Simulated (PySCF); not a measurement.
Trends in electronic spectra. Level of theory: PySCF, TDDFT CAM-B3LYP/def2-SVPD, vertical, gas phase, core orbitals frozen in the response. Geometries: GFN2-xTB; one conformer of each isolated species. Triplets are in the Tamm–Dancoff approximation. 'Strongest' means the level of largest summed f among the lowest 8 singlets; it needn't be the same kind of state in each.

Problem. Rank by computed HOMO energy, lowest first.
A. `O[SiH3]`
B. `[SiH3][SiH2][C@@H]1CO[SiH2]1`
C. `Nc1ccccc1Cl`
D. `[SiH3][SiH2]C1CCC1`
E. `[SiH3]O[C@]1([SiH3])C[SiH2]1`

Solution. A (-10.18 eV), B (-9.25 eV), D (-9.10 eV), E (-7.67 eV), C (-7.35 eV).

| SMILES | HOMO (eV) | gap (eV) | strongest (eV) | f (S1) | T1 (eV) | S1 mainly |
| --- | --- | --- | --- | --- | --- | --- |
| O[SiH3] | -10.18 | 10.89 | 9.54 | 0.001 | 6.80 | H→L (95%) |
| [SiH3][SiH2][C@@H]1CO[SiH2]1 | -9.25 | 9.69 | 7.47 | 0.002 | 5.96 | H→L (84%) |
| [SiH3][SiH2]C1CCC1 | -9.10 | 9.94 | 7.88 | 0.041 | 6.12 | H→L (78%) |
| [SiH3]O[C@]1([SiH3])C[SiH2]1 | -7.67 | 8.46 | 5.70 | 0.096 | 4.43 | H→L+1 (51%) |
| Nc1ccccc1Cl | -7.35 | 8.00 | 6.60 | 0.060 | 3.91 | H→L (87%) |

H and L stand for HOMO and LUMO.

- `O[SiH3]`: Löwdin shares by element: HOMO oxygen 41%, hydrogen 31% or more, silicon 25%; LUMO silicon 33%, oxygen 30%, hydrogen 22% or more.
- `[SiH3][SiH2][C@@H]1CO[SiH2]1`: Löwdin shares by element: HOMO oxygen 36%, carbon 24%, silicon 11% or more (atoms not listed hold the other 30%); LUMO silicon 32% or more, hydrogen 21% or more, oxygen 12% (atoms not listed hold the other 35%).
- `[SiH3][SiH2]C1CCC1`: Löwdin shares by element: HOMO carbon 35% or more, silicon 33% (atoms not listed hold the other 32%); LUMO silicon 54%, hydrogen 13% or more (atoms not listed hold the other 33%).
- `[SiH3]O[C@]1([SiH3])C[SiH2]1`: Löwdin shares by element: HOMO carbon 37%, silicon 24% or more, oxygen 19% (atoms not listed hold the other 20%); LUMO silicon 36% or more, hydrogen 21% or more, carbon 11% or more (atoms not listed hold the other 32%).
- `Nc1ccccc1Cl`: Löwdin shares by element: HOMO carbon 43% or more, nitrogen 24% (atoms not listed hold the other 33%); LUMO carbon 69% or more (atoms not listed hold the other 31%).
